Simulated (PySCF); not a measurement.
How methods differ on the ionisation energy of Mn

Mn [Ar] 3d5 4s2 (6S) → Mn+ [Ar] 3d5 4s1 (7S), as a difference of total energies. Calculation: PySCF 2.14, in aug-cc-pVTZ-DK (8s7p5d3f2g, 93 functions); the spin-free X2C one-electron Hamiltonian (Gaussian nucleus). Correlated levels: valence: [Ar] frozen. The calculations carry no spin-orbit coupling.

```tsv
method	ionisation energy (eV)	error (eV)
UHF	6.022	-1.412
LDA	7.577	+0.143
PBE	7.245	-0.189
PBE0	7.099	-0.335
r2SCAN	6.945	-0.489
M06-L	7.604	+0.170
HSE06	7.108	-0.326
M06-2X	8.106	+0.672
B2PLYP	7.405	-0.029
MP2 (valence)	7.043	-0.391
SCS-MP2 (valence)	7.268	-0.166
```

Reference: 7.434 eV (measured; NIST Atomic Spectra Database, ionization energies).

Errors of the correlated levels include the incompleteness of this basis and the frozen core.

MP2 underrates the near-degeneracy of ns² with np² in the lower species.
